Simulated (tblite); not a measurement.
Species: C₂H₁₀F₃NSi₃.
SMILES with atom numbers: `[CH3:1][NH:2][Si@@H:3]([SiH3:4])[SiH2:5][C:6]([F:7])([F:8])[F:9]` (hydrogens: H10, H11, H12 on C1; H13 on N2; H14 on Si3; H15, H16, H17 on Si4; H18, H19 on Si5)

Computed with GFN2-xTB (tblite), gas phase: L-BFGS steps from a force-field or distance-geometry start until the largest atomic force falls under 0.01 eV/Å.

Step 19: E = -862.3194 eV
```
atom  x, y, z in Å  |  force x, y, z in eV/Å
C1      3.0199   -0.5288   -0.1610   -0.006  -0.034  -0.054
N2      1.6690   -1.0073   -0.3403   -0.085   0.067   0.048
Si3     0.3764   -0.1505    0.4222   -0.265  -0.084   0.090
Si4     0.2783    2.0218   -0.4227   -0.018  -0.024  -0.031
Si5    -1.5825   -1.4150    0.2094    0.013   0.055  -0.022
C6     -2.9232    0.0015    0.1462    0.016  -0.118   0.026
F7     -4.1476   -0.4005   -0.2418    0.043   0.009  -0.031
F8     -2.5745    1.0077   -0.6994   -0.140  -0.030   0.058
F9     -3.0947    0.5782    1.3585    0.065   0.072  -0.067
H10     3.6648   -0.9059   -0.9526    0.040  -0.054  -0.052
H11     3.4459   -0.8203    0.8052   -0.015  -0.013  -0.013
H12     3.0125    0.5580   -0.2147    0.020  -0.022   0.021
H13     1.6293   -2.0104   -0.4346    0.052  -0.001   0.028
H14     0.5763   -0.1220    1.9055    0.018   0.010  -0.012
H15     1.5707    2.7027   -0.4707    0.181   0.068   0.049
H16    -0.5768    2.8131    0.4516   -0.053   0.076   0.059
H17    -0.2395    2.0920   -1.7834   -0.041  -0.031  -0.088
H18    -2.1163   -2.1694    1.3524    0.074  -0.010   0.026
H19    -1.9979   -2.2357   -0.9370    0.099   0.065  -0.034
```

Step 20: E = -862.3256 eV
```
atom  x, y, z in Å  |  force x, y, z in eV/Å
C1      3.0260   -0.5322   -0.1661   -0.039  -0.014  -0.026
N2      1.6697   -0.9967   -0.3397   -0.144   0.052   0.064
Si3     0.3742   -0.1454    0.4275   -0.236  -0.027   0.092
Si4     0.2797    2.0315   -0.4192    0.016  -0.048  -0.011
Si5    -1.5821   -1.4141    0.2088    0.049  -0.003  -0.003
C6     -2.9239   -0.0053    0.1488   -0.035  -0.013   0.009
F7     -4.1474   -0.4137   -0.2301   -0.014  -0.039  -0.060
F8     -2.5889    1.0004   -0.7027   -0.091  -0.030   0.018
F9     -3.0969    0.5827    1.3544    0.090   0.053   0.002
H10     3.6647   -0.9159   -0.9587    0.044  -0.072  -0.061
H11     3.4488   -0.8257    0.7998    0.013  -0.034   0.007
H12     3.0329    0.5538   -0.2194   -0.005   0.009   0.011
H13     1.6200   -1.9997   -0.4334    0.072  -0.004   0.021
H14     0.5558   -0.1155    1.9160    0.038  -0.001  -0.055
H15     1.5819    2.7022   -0.4660    0.104   0.047   0.048
H16    -0.5782    2.8288    0.4509   -0.020   0.052   0.021
H17    -0.2338    2.0843   -1.7838   -0.032  -0.011  -0.061
H18    -2.1221   -2.1755    1.3467    0.092   0.004   0.008
H19    -1.9902   -2.2347   -0.9413    0.098   0.078  -0.025
```

Step 21: E = -862.3306 eV
```
atom  x, y, z in Å  |  force x, y, z in eV/Å
C1      3.0286   -0.5349   -0.1710   -0.065  -0.001   0.009
N2      1.6672   -0.9889   -0.3404   -0.153   0.064   0.079
Si3     0.3680   -0.1427    0.4316   -0.131   0.029   0.059
Si4     0.2803    2.0373   -0.4167    0.042  -0.032   0.002
Si5    -1.5809   -1.4121    0.2081    0.052  -0.051   0.012
C6     -2.9245   -0.0100    0.1513   -0.069   0.070  -0.011
F7     -4.1464   -0.4234   -0.2232   -0.059  -0.075  -0.055
F8     -2.6006    0.9952   -0.7042   -0.041  -0.019  -0.032
F9     -3.0970    0.5883    1.3513    0.090   0.020   0.052
H10     3.6656   -0.9226   -0.9637    0.011  -0.074  -0.049
H11     3.4481   -0.8310    0.7955    0.027  -0.043   0.005
H12     3.0453    0.5508   -0.2221   -0.019   0.026   0.000
H13     1.6140   -1.9920   -0.4288    0.069  -0.029   0.011
H14     0.5419   -0.1108    1.9209    0.050  -0.008  -0.055
H15     1.5924    2.7001   -0.4605    0.010   0.016   0.044
H16    -0.5803    2.8398    0.4518    0.023   0.021  -0.026
H17    -0.2311    2.0765   -1.7850   -0.014   0.008  -0.019
H18    -2.1209   -2.1787    1.3431    0.093   0.003   0.003
H19    -1.9793   -2.2315   -0.9454    0.085   0.076  -0.031
```

Step 22: E = -862.3342 eV
```
atom  x, y, z in Å  |  force x, y, z in eV/Å
C1      3.0282   -0.5367   -0.1745   -0.068   0.012   0.023
N2      1.6623   -0.9830   -0.3407   -0.096  -0.006   0.072
Si3     0.3604   -0.1409    0.4347   -0.021   0.074   0.021
Si4     0.2809    2.0401   -0.4153    0.048  -0.005   0.006
Si5    -1.5790   -1.4108    0.2077    0.017  -0.059   0.020
C6     -2.9258   -0.0118    0.1530   -0.067   0.083  -0.025
F7     -4.1462   -0.4307   -0.2202   -0.070  -0.075  -0.023
F8     -2.6089    0.9921   -0.7055   -0.013  -0.006  -0.066
F9     -3.0952    0.5933    1.3500    0.067  -0.013   0.061
H10     3.6665   -0.9273   -0.9677   -0.055  -0.057  -0.008
H11     3.4462   -0.8356    0.7926    0.022  -0.040  -0.016
H12     3.0514    0.5492   -0.2233   -0.024   0.017  -0.008
H13     1.6114   -1.9881   -0.4236    0.047   0.019   0.010
H14     0.5344   -0.1081    1.9220    0.054  -0.010  -0.028
H15     1.6000    2.6979   -0.4553   -0.059  -0.009   0.039
H16    -0.5817    2.8465    0.4526    0.058  -0.004  -0.064
H17    -0.2304    2.0704   -1.7863    0.007   0.023   0.022
H18    -2.1159   -2.1801    1.3416    0.084  -0.005   0.005
H19    -1.9684   -2.2272   -0.9493    0.070   0.064  -0.041
```

Question: Estimate the geometry and energy of step 23. (The exact step hangs on the optimiser's Hessian estimate; all steps are aligned on step 22, rigid shifts and turns removed.)

Answer: E = -862.3368 eV, largest force 0.117 eV/Å
```
atom  x, y, z in Å  |  force x, y, z in eV/Å
C1      3.0256   -0.5375   -0.1767   -0.058   0.012   0.030
N2      1.6569   -0.9804   -0.3413   -0.031  -0.011   0.069
Si3     0.3544   -0.1391    0.4360    0.062   0.083  -0.009
Si4     0.2815    2.0406   -0.4145    0.037   0.013  -0.001
Si5    -1.5775   -1.4098    0.2076   -0.014  -0.032   0.015
C6     -2.9273   -0.0111    0.1537   -0.044   0.046  -0.032
F7     -4.1467   -0.4355   -0.2200   -0.051  -0.045   0.019
F8     -2.6134    0.9911   -0.7070   -0.012  -0.001  -0.073
F9     -3.0925    0.5970    1.3505    0.035  -0.038   0.032
H10     3.6660   -0.9296   -0.9698   -0.109  -0.038   0.021
H11     3.4431   -0.8394    0.7906    0.011  -0.028  -0.035
H12     3.0520    0.5488   -0.2235   -0.023   0.003  -0.011
H13     1.6110   -1.9862   -0.4177    0.016   0.012   0.005
H14     0.5323   -0.1069    1.9204    0.054  -0.008   0.008
H15     1.6038    2.6948   -0.4506   -0.084  -0.015   0.032
H16    -0.5820    2.8489    0.4528    0.071  -0.012  -0.080
H17    -0.2310    2.0660   -1.7867    0.022   0.033   0.046
H18    -2.1081   -2.1801    1.3416    0.065  -0.021   0.017
H19    -1.9581   -2.2224   -0.9528    0.053   0.047  -0.053
```

The energy changes by -0.0026 eV. The first-order estimate −F·Δx gives -0.0036 eV and the mean of the old and new forces, exact on a quadratic surface, -0.0026 eV. The step makes an angle of 62° with the force vector and moves no atom by more than 0.012 Å.

The cost below is that of the whole relaxation. Hardware: one thread of an Arm Neoverse V2, no GPU, shared host with 96 logical CPUs at a one-minute load of 14. Cost: 1.3 s of wall time.
